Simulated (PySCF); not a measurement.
Compound: C2H5FO2Si.
Atom-mapped SMILES: `[CH3:1][O:2][Si@@H:3]([F:4])[CH:5]=[O:6]`

Lines to be assigned: C 1s: 292.99 (area 1), 293.39 (area 1) eV; O 1s: 538.66 (area 1), 538.94 (area 1) eV; F 1s: 692.49 eV; Si 1s: 1848.41 eV; Si 2p3/2: 108.39 eV.

Level of theory: delta-SCF UKS SCAN, pcX-2 on the ionised atom, pcseg-1 elsewhere, spin-free X2C (PySCF). One conformer (not necessarily the lowest) at the GFN2-xTB geometry, without solvent, vibrations or thermal averaging.

Task: Which carbon gives which C 1s line?

Result: 292.99 eV: C1 (methoxy carbon); 293.39 eV: C5 (carbonyl carbon). The listed C 1s values span 0.40 eV, from C1 (bonded to O and 3 H) to C5 (bonded to O (double bond), H and Si).

Task: Assign the O 1s lines to atoms.

Result: 538.66 eV: O6 (carbonyl oxygen); 538.94 eV: O2 (silyl ether oxygen). Lowest listed O 1s: O6, bonded to C (double bond). Highest, 0.28 eV above it: O2, bonded to C and Si. Summing the Pauling electronegativity differences to the bonded atoms, each weighted by its formal bond order, gives -1.78 for the lowest site and -2.43 for the highest; the largest sum, -1.78, belongs to O6, 0.28 eV below the top. The smallest sum, -2.43, belongs to O2, 0.28 eV above the lowest.

Bonded neighbours of each site: C1: O and 3 H; O2: C and Si; Si3: F, O, C and H; F4: Si; C5: O (double bond), H and Si; O6: C (double bond).

Task: What is the longest wavelength that can ionise Si 2p3/2 of Si3 vertically?

Result: λ = hc/E = 12398.42 eV Å / 108.39 eV = 114.387 Å.

Spin contamination (⟨S²⟩ against 0.75 for a pure doublet) is marked for C 1s of C5 (0.87), which makes this value less certain. For 2p shells one spin-free hole was relaxed; a mean-field spin–orbit operator and the ground-state splitting of the three 2p orbitals were then diagonalised within the shell. The shell's mean is (2 × 2p3/2 + 2p1/2)/3, and the degeneracies 2j + 1 give areas of 2:1. 2p1/2 minus 2p3/2 (ligand field included): Si 0.63 eV.

Conformer computed: `[CH3:1][O:2][Si@@H:3]([F:4])[CH:5]=[O:6]`: C1–O2–Si3–F4 57°, O2–Si3–C5–O6 157°.
